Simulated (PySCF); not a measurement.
**Working out the excitation energy of Kr²⁺**

Kr²⁺ [Ar] 3d10 4s2 4p4 (3P) → Kr²⁺ [Ar] 3d10 4s2 4p3 5s1 (5S). Computed with PySCF 2.14 in aug-cc-pVTZ-PP with ECP10MDF (6s5p4d2f, 55 functions), with scalar relativity through the core potential. Frozen: 3s2 3p6 3d10. Energies in hartree (1 hartree = 27.21139 eV):

| part | Kr²⁺ (lower) | Kr²⁺ (upper) |
| --- | --- | --- |
| UHF | -460.864347 | -460.234276 |
| CCSD correlation | -0.129571 | -0.116732 |
| (T) | -0.003082 | -0.003562 |

Question: What does Hartree-Fock give?

Answer: (-460.234276) − (-460.864347) = 0.630071 hartree = 17.145 eV.

Question: What do CCSD and CCSD(T) give?

Answer: The CCSD correlation energies differ by 0.012839 hartree = 0.349 eV and the triples by -0.000480 hartree = -0.013 eV, so CCSD gives 17.494 eV and CCSD(T) 17.481 eV.
